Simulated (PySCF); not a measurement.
## Computed properties of C5H5Cl, SMILES C#C/C(Cl)=C\C

(E)-3-chloropent-3-en-1-yne (C₅H₅Cl), SMILES C#C/C(=C\C)Cl. Geometry: B3LYP-D3(BJ)/def2-SVP. Other conformers were not sampled. All values are computed for the isolated molecule unless a solvent is named; none is compared with measurement here.

**Structure.** The optimised structure has Cs symmetry. All 27 harmonic modes at B3LYP-D3(BJ)/def2-SVP (PySCF) are real, so it is a minimum. With heavy atoms numbered as in [CH:1]#[C:2]/[C:3]([Cl:4])=[CH:5]\[CH3:6], the shortest bond between them is C1–C2 at 1.214 Å and the longest C3–Cl4 at 1.764 Å.

**Vibrations.** The strongest infrared lines (harmonic, unscaled, degenerate partners summed) lie at 3470 cm⁻¹ (85 km/mol, H 86 %, C 14 %), 981 cm⁻¹ (56 km/mol, C 60 %, H 39 %), 1001 cm⁻¹ (43 km/mol, C 67 %, H 32 %). The softest mode is at 140 cm⁻¹ and the zero-point energy is 50.2 kcal/mol.

**Electronic structure.** M06-2X/def2-TZVP (PySCF) places the frontier levels at -8.10 and -0.28 eV, a gap of 7.82 eV, and gives a dipole moment of 2.12 D and a mean polarisability of 72.5 bohr³. PBE/def2-TZVP (PySCF) at the same geometry gives -5.90 and -2.03 eV, so its gap is 3.95 eV narrower. An orbital gap is neither the optical nor the fundamental gap.

**Excitations.** TDA-B3LYP/def2-SVPD (PySCF) has S1 at 5.05 eV (245 nm, f = 0.000, dark); the most intense of the 10 singlets computed lies at 5.53 eV (f = 0.29). T1 (TDA) is at 3.23 eV, 1.82 eV under S1. TDA-PBE/def2-SVPD (PySCF) puts S1 at 4.76 eV. No vertical singlet excitation falls in the visible range (under 3.1 eV).

**NMR.** GIAO shifts at KT2/pcSseg-1 (PySCF) (non-relativistic, atoms alike by connectivity averaged): ¹³C from 22.1 to 137.4 ppm against TMS; ¹H from 2.4 to 6.3 ppm against TMS. Without spin–orbit terms, shifts of atoms bonded to Cl or Br come out too high.

**Solvation.** SMD-B3LYP/6-31G* (PySCF) gives 0.0 kcal/mol in water, -3.9 kcal/mol in N,N-dimethylformamide, -3.3 kcal/mol in 1-octanol (1 M in both phases, gas-phase geometry); of these solvents N,N-dimethylformamide holds the molecule best.
